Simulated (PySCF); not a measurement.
The vertical singlet excitations below were computed for one of the candidates. Theory: PySCF, TDDFT wB97X-D/def2-SVPD, vertical, gas phase, core orbitals frozen in the response. Geometries: PBE0-D3(BJ)/def2-SVP, one conformer each.

```
state  E (eV)       f
   S1    5.19   0.073
   S2    5.48  0.0027
   S3    6.06  0.0003
   S4    6.12   0.161
   S5    7.00  0.0001
   S6    7.30   0.584
   S7    7.50   0.210
   S8    7.65   0.027
   S9    7.90   0.011
  S10    8.03   0.017
```

Question: Which structure fits?
A. `OCCCCCCO`
B. `COc1ccccn1`
C. `C#CC1(C(N)=O)CC1`

Answer: B. Its S1, at 5.19 eV, is the lowest among the candidates; the nearest of the others has S1 at 5.92 eV. S1 is HOMO→LUMO (88%), HOMO-2→LUMO+1 (9%). Löwdin shares by element: HOMO carbon 49% or more, oxygen 20% (atoms not listed hold the other 31%); LUMO carbon 59% or more, nitrogen 18% (atoms not listed hold the other 24%). At the same level the other candidates give, for their lowest levels:
- `OCCCCCCO`: 7.29 eV (f 0.001); 7.29 eV (f 0.015); 8.42 eV (f 0.008); 8.49 eV (f 0.049); 8.75 eV (f 0.001); T1 7.05 eV; HOMO -9.74, LUMO 2.20 eV
- `C#CC1(C(N)=O)CC1`: 5.92 eV (f 0.000); 6.13 eV (f 0.001); 6.61 eV (f 0.013); 6.86 eV (f 0.001); 7.42 eV (f 0.034); HOMO -9.36, LUMO 2.12 eV

Shape of the structure used: `[CH3:1][O:2][c:3]1[cH:4][cH:5][cH:6][cH:7][n:8]1`: C1–O2–C3–C4 180°.
Triplets come from the Tamm–Dancoff approximation.
